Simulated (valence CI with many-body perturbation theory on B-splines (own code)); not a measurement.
**Au XL: calculated level list**

Method: configuration interaction combined with many-body perturbation theory (CI+MBPT): four valence electrons over a frozen Dirac-Fock core [Kr], radial functions for each j: 7 s, 7 p, 8 d, 6 f, 4 g, 1 h, with the one-electron correlation potential Σ1, the two-electron term Σ2, the three-electron term Σ3, Breit, model QED; selected CI, second order for the rest, scaled by the run's own slope (own B-spline code, finite nucleus).

No measured spectrum was set against this ion. As an estimate, large intervals hold to a few tenths of a per cent, small ones and those within an open d or f shell to about a per cent. The list stops below the first excitations out of the core.

Levels 1 to 34 of 34, with energies above the lowest level, (4d3/2^4) J=0. "Leading %" is the weight of the configuration and term that name the level; weights of strongly mixed levels are sums over their largest components and can fall short. In the jj column 3d3/2^4 stands for four electrons in 3d with j = 3/2. Lifetimes count E1, E2, E3, M1 and M2 decay at the calculated energies, and are blank where another channel may lead or the interval is too uncertain; long ones can be off by a factor of two.

```csv
No.,Configuration,Term,J,E (cm⁻¹),Leading %,Lifetime,g,Leading jj
1,4d4,3P,0,0,59,,,4d3/2^4 (98 %)
2,4d4,5D,1,176420,59,7.21 μs,1.496,4d3/2^3 4d5/2 (98 %)
3,4d4,3F,4,220470,28,,1.070,4d3/2^3 4d5/2 (98 %)
4,4d4,5D,2,225910,37,477 μs,1.219,4d3/2^3 4d5/2 (93 %)
5,4d4,3F,3,237660,30,15.5 ms,1.130,4d3/2^3 4d5/2 (95 %)
6,4d4,5D,0,383910,66,2.74 μs,,4d3/2^2 4d5/2^2 (98 %)
7,4d4,5D,2,386970,50,3.99 μs,1.265,4d3/2^2 4d5/2^2 (94 %)
8,4d4,3H,4,395680,40,7.05 μs,1.150,4d3/2^2 4d5/2^2 (98 %)
9,4d4,5D,3,399890,49,7.10 μs,1.173,4d3/2^2 4d5/2^2 (93 %)
10,4d4,3H,5,416470,67,13.7 μs,1.084,4d3/2^2 4d5/2^2 (100 %)
11,4d4,1I,6,428990,52,32.4 ms,1.074,4d3/2^2 4d5/2^2 (99 %)
12,4d4,3P,1,429020,41,6.74 μs,1.085,4d3/2^2 4d5/2^2 (96 %)
13,4d4,3F,3,442050,44,10.0 μs,1.075,4d3/2^2 4d5/2^2 (97 %)
14,4d4,3G,4,444910,55,32.4 μs,1.033,4d3/2^2 4d5/2^2 (98 %)
15,4d4,3F,2,449020,33,22.4 μs,1.081,4d3/2^2 4d5/2^2 (97 %)
16,4d4,3F,2,491520,50,5.01 μs,0.985,4d3/2^2 4d5/2^2 (96 %)
17,4d4,3F,4,506790,65,,1.190,4d3/2^2 4d5/2^2 (96 %)
18,4d4,1D,2,546680,40,68.0 μs,1.130,4d3/2^2 4d5/2^2 (94 %)
19,4d4,3P,0,596390,59,11.1 μs,,4d3/2^2 4d5/2^2 (80 %)
20,4d4,5D,4,605320,36,3.13 μs,1.162,4d3/2 4d5/2^3 (95 %)
21,4d4,3F,3,608460,43,2.78 μs,1.195,4d3/2 4d5/2^3 (97 %)
22,4d4,3D,1,625230,51,2.19 μs,0.988,4d3/2 4d5/2^3 (97 %)
23,4d4,3G,5,630760,67,5.66 μs,1.140,4d3/2 4d5/2^3 (100 %)
24,4d4,3H,6,635060,52,6.62 μs,1.083,4d3/2 4d5/2^3 (99 %)
25,4d4,3F,2,656830,46,3.40 μs,1.064,4d3/2 4d5/2^3 (95 %)
26,4d4,3D,3,663960,36,4.61 μs,1.089,4d3/2 4d5/2^3 (98 %)
27,4d4,1S,0,690290,77,6.17 μs,,4d3/2 4d5/2^3 (76 %)
28,4d4,3P,1,710900,89,3.79 μs,1.414,4d3/2 4d5/2^3 (98 %)
29,4d4,3F,3,711710,64,5.52 μs,1.059,4d3/2 4d5/2^3 (99 %)
30,4d4,1G,4,716950,66,4.54 μs,1.049,4d3/2 4d5/2^3 (97 %)
31,4d4,1D,2,727730,62,5.20 μs,1.117,4d3/2 4d5/2^3 (89 %)
32,4d4,3F,4,846220,46,2.11 μs,1.164,4d5/2^4 (98 %)
33,4d4,1D,2,879610,34,2.05 μs,1.101,4d5/2^4 (94 %)
34,4d4,3P,0,964280,51,1.61 μs,,4d5/2^4 (91 %)
```

The ionisation energy to 4d3 4F_3/2 of the next ion comes out as 1846.5 eV (NIST: 1845 ± 4 eV (theoretical)). All 34 levels together are meant to be complete up to 1137100 cm⁻¹.
